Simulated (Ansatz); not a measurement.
Gas-phase electronic energies from Ansatz, PBE0-D4/def2-TZVP geometries. CCSD(T)/CBS is the MP2 limit (def2-TZVPP, def2-QZVPP) plus CCSD(T) − MP2 in def2-TZVPP, frozen cores. This one scheme is used for every species. Functionals use def2-TZVPP. B3LYP here is the variant with VWN-RPA as its local correlation; programs differ in this.

Consider the hydrogenolysis of the Al–F bond: `[F][Al]1[SiH2][PH]1` + H₂ → `[AlH]1[SiH2][PH]1` + H–F.

```tsv
level	ΔE (kJ/mol)
revPBE-D4	147.9
r2SCANh-D4	156.2
r2SCAN0-D4	152.7
BHLYP-D4	153.7
B3LYP	155.4
LC-ωPBE	148.2
CCSD(T)/def2-TZVPP	151.2
HF/CBS(def2)	147.8
```

**Question.** What does CCSD(T)/CBS give? (An estimate is asked.)

**Answer.** Ansatz gave: +152.3 kJ/mol. The listed levels differ from it by -4.4, 3.9, 0.4, 1.4, 3.1, -4.1, -1.1, -4.5 kJ/mol.

Largest T1 diagnostic among the species: 0.016.

In def2-TZVPP, CCSD(T) changes the Hartree–Fock value by +5.3 kJ/mol (the triples alone add +1.9 kJ/mol) and MP2 by +11.5 kJ/mol. From BLYP to BHLYP (50 % exact exchange), in def2-TZVPP and without D4, ΔE moves by −6.7 kJ/mol. Leaving LDA and LC-ωPBE aside and taking each functional with its dispersion term where it has one, the values, not all of them listed here, spread over 17.4 kJ/mol, from HSE06-D4 to BLYP-D4. LDA lies −3.9 kJ/mol from PBE without D4.
